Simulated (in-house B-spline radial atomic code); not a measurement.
Inner-shell binding energies (edges) and X-ray emission energies of free atoms and ions, as differences of relaxed hole-state energies with first-order Breit, QED and recoil terms, without correlation or multiplet splittings, in NIST's listed ground configurations. For neutral atoms such line energies lie within some 1 to 5 eV of tabulated X-ray lines (up to 20 eV for the heaviest). K = 1s, L1 = 2s, M5 = 3d5/2. A dash marks a subshell that is part filled or wasn't run, or a line left out. Computed with an all-electron radial atomic-structure program (B-spline basis): Dirac-Hartree-Fock, average of the configuration, finite nuclei.

| ion | configuration | K edge (eV) | L1 edge (eV) | M5 edge (eV) |
| --- | --- | --- | --- | --- |
| Br | [Ar] 3d10 4s2 4p5 | 13481.7 | 1796.55 | 76.615 |
| Kr+ | [Ar] 3d10 4s2 4p5 | ? | ? | ? |
| Rb2+ | [Ar] 3d10 4s2 4p5 | ? | ? | ? |
| Sr3+ | [Ar] 3d10 4s2 4p5 | 16146.1 | 2263.4 | 173.37 |
| Zr5+ | [Ar] 3d10 4s2 4p5 | 18074.6 | 2615.14 | 255.3 |
| Nb6+ | [Ar] 3d10 4s2 4p5 | 19084.7 | 2803.01 | 301.2 |
| Mo7+ | [Ar] 3d10 4s2 4p5 | 20125.7 | 2998.89 | 350.31 |

(1) Fill in the row of Kr+.

(2) Fill in the row of Rb2+.

Answers

(1) K edge (eV): 14339.4; L1 edge (eV): 1943.91; M5 edge (eV): 105.16.

(2) K edge (eV): 15227.6; L1 edge (eV): 2099.59; M5 edge (eV): 137.48.
